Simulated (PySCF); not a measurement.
Job for PySCF: R-BP86/6-31G* on C2H9NO (a complex), monomers drawn apart or pushed together.

```python
from pyscf import gto, scf, dft, mp
from pyscf.data.elements import chemcore

mol = gto.M(
    atom='''
    N     0.02759467   -0.06639795    0.46094926
    H    -0.92041944   -0.34525065    0.23491885
    H     0.27489289    0.70251511   -0.15196981
    H     0.63870079   -0.84437725    0.23990681
    C    -0.13891393   -1.23769778    5.00333201
    C    -0.52105093    0.22639454    4.82675301
    O     0.36300461    0.92647376    3.97337589
    H    -0.81103389   -1.73576818    5.70749336
    H     0.88203616   -1.32018200    5.38018732
    H    -0.19270822   -1.77084512    4.05082192
    H    -1.55668299    0.29727129    4.46363822
    H    -0.48751544    0.73732283    5.79190169
    H     0.25658541    0.57645987    3.06746348
    ''',
    basis='6-31g*',
    cart=True,
    charge=0, spin=0, verbose=3, max_memory=1800)
mf = dft.RKS(mol, xc='b88,p86')
mf.conv_tol = 1e-8
mf.max_cycle = 100
mf.kernel()
if not mf.converged:
    mf = mf.newton().run(mf.mo_coeff, mf.mo_occ)
```

Task: What total energy does the run end on?

Result: -211.5808 hartree.
